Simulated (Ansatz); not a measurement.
Kohn–Sham single points on C3H8Al, SMILES `C[CH](C)[AlH]` radical.

```yaml
crystal:
  periodic: [false, false, false]
  atoms:
    - {symbol: C, position_ang: [-0.203653, 0.841456, -1.018407]}
    - {symbol: C, position_ang: [0.067921, -0.500695, -0.341808]}
    - {symbol: C, position_ang: [0.968662, -0.330331, 0.879866]}
    - {symbol: Al, position_ang: [-1.665244, -1.284265, 0.245666]}
    - {symbol: H, position_ang: [-0.796586, 0.737907, -1.932325]}
    - {symbol: H, position_ang: [-0.739402, 1.527764, -0.353529]}
    - {symbol: H, position_ang: [0.734219, 1.338667, -1.297730]}
    - {symbol: H, position_ang: [0.558928, -1.168414, -1.057215]}
    - {symbol: H, position_ang: [0.495975, 0.293828, 1.646081]}
    - {symbol: H, position_ang: [1.227399, -1.285739, 1.346573]}
    - {symbol: H, position_ang: [1.911798, 0.161208, 0.608360]}
    - {symbol: H, position_ang: [-2.483118, -0.386386, 1.308368]}
basis:
  gaussian: {orbitals: def2-TZVPP}
magnetization: {spin_polarized: true, initial_magnetization: 1}
hamiltonian: {xc: {name: r2SCANh}, dispersion: d4}
output: {orbitals: {seedname: orbitals}}
```

```sh
$ ansatz run in.yaml --threads 4 --pin off --events-out ev --progress --plain --max-ram 10444MiB
```

It prints (some lines left out):

```
Functional definition: r2SCANh
1281 factors; their error is unknown
mean field evaluation 1: about -9822.4836 eV, gradient 5.1e1 eV
mean field evaluation 2: about -9768.6281 eV, gradient 1.0e2 eV
mean field evaluation 4: about -9835.2176 eV, gradient 7.1e0 eV
mean field evaluation 8: about -9835.4511 eV, gradient 1.8e-1 eV
mean field evaluation 16: about -9835.4287 eV, gradient 7.8e-3 eV
mean field -9835.42866731 eV, -361.4453368307 hartree, gradient 5.5e-5 eV, S^2 0.753460; 0 other end points of the search recorded, 0 dependent functions left out
reference -9835.42868331 eV, -361.4453374187 hartree; 20, 19 occupied and 227, 228 virtual orbitals, 1281 factors
Total energy: -9835.49065516 eV, -361.4476148421 hartree
```

Run time 11 s (4 threads of an Arm Neoverse V2 on a shared host); peak host memory 0.81 GiB.

The same input with `hamiltonian: {xc: pbe0, dispersion: d4}` (abridged; 6 s):

```
Functional definition: PBE0
mean field evaluation 16: about -9831.2189 eV, gradient 2.6e-4 eV
mean field -9831.21890150 eV, -361.2906307906 hartree, gradient 7.5e-5 eV, S^2 0.752216
Total energy: -9831.42145262 eV, -361.2980744072 hartree
```

With the line `hamiltonian: {xc: {name: B97M-V}}` (abridged; 17 s):

```
Functional definition: B97M-V
mean field evaluation 16: about -9836.9331 eV, gradient 1.1e-3 eV
mean field -9836.93312655 eV, -361.5006246878 hartree, gradient 2.4e-5 eV, S^2 0.751543
Total energy: -9836.93319422 eV, -361.5006271748 hartree
```

The same input with `hamiltonian: {xc: {name: LC-wPBE}}` (abridged; 4.8 s):

```
Functional definition: LC-wPBE
mean field evaluation 16: about -9834.1625 eV, gradient 1.5e-4 eV
mean field -9834.16252217 eV, -361.3988068550 hartree, gradient 3.0e-5 eV, S^2 0.753252
Total energy: -9834.16252218 eV, -361.3988068553 hartree
```

The same input with `hamiltonian: {xc: {name: revPBE}, dispersion: d4}` (abridged; 3.9 s):

```
Functional definition: revPBE
mean field evaluation 16: about -9835.9856 eV, gradient 7.6e-4 eV
mean field -9835.98560177 eV, -361.4658037947 hartree, gradient 8.4e-5 eV, S^2 0.751739
Total energy: -9836.75623235 eV, -361.4941239462 hartree
```

Changing it to `hamiltonian: {xc: {name: CAM-B3LYP}, dispersion: d4}` (abridged; 7 s):

```
Functional definition: CAM-B3LYP
mean field evaluation 16: about -9836.5208 eV, gradient 3.0e-4 eV
mean field -9836.52083674 eV, -361.4854733169 hartree, gradient 5.4e-5 eV, S^2 0.753002
Total energy: -9836.72528246 eV, -361.4929865586 hartree
```
